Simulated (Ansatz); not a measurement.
Isolated molecules relaxed with PBE0-D4/def2-TZVP in Ansatz; ΔE leaves out vibrations. CCSD(T)/CBS is the MP2 limit (def2-TZVPP, def2-QZVPP) plus CCSD(T) − MP2 in def2-TZVPP, frozen cores. Functionals use def2-TZVPP. For Ti outer-core shells are correlated without core-valence functions, which leaves a few kJ/mol of doubt a bond. Scalar relativity is left out up to krypton. One conformer a species, not always the lowest.

Reaction (substitution at a C–C bond): `C=CCOC=C` + `[OH][Ti]([Cl])([Cl])[Cl]` → `C=C[O][Ti]([Cl])([Cl])[Cl]` + `C=COC`

```tsv
level	ΔE (kJ/mol)
ωB97M-V	21.8
MP2/def2-QZVPP	18.1
```

Task: What does CCSD(T)/CBS give? (Estimate.)

Result: The calculation gave: +19.1 kJ/mol. The listed levels differ from it by 2.7, -1.0 kJ/mol.

Largest T1 diagnostic among the species: 0.024, so the coupled-cluster value is less sure than usual.

From PBE to PBE0 (25 % exact exchange), in def2-TZVPP and without D4, ΔE moves by +6.3 kJ/mol.
